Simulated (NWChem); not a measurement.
Molecule: C₃H₂O₃; SMILES O1C(OC1=O)=C

```xyz
8

C      0.0000     0.0000    -2.2061
C      0.0000     0.0000    -0.8887
O      0.0000     1.0036     0.0525
C      0.0000     0.0000     0.9909
O      0.0000     0.0000     2.1617
O      0.0000    -1.0036     0.0525
H      0.0000    -0.9460    -2.7452
H      0.0000     0.9460    -2.7452
```
Atoms are numbered in this order, from 1.

Results from NWChem. Pople sets run with spherical d functions. Coordinates come from a PBE0/def2-SVP optimisation. Atomic charges in e: unrestrained fits to the electrostatic potential beside Mulliken populations; buried atoms are poorly determined by the fit.

For level B3LYP/def2-SVP:

```yaml
Mulliken C1: -0.15
Mulliken C2: 0.29
Mulliken O3: -0.23
ESP C4: 0.87
Mulliken C4: 0.31
Mulliken O5: -0.10
```

Q: Estimate the same quantities for level Hartree-Fock/6-31G*.

A: 
- Mulliken C1: -0.58
- Mulliken C2: 0.81
- Mulliken O3: -0.62
- ESP C4: 0.98
- Mulliken C4: 1.04
- Mulliken O5: -0.50
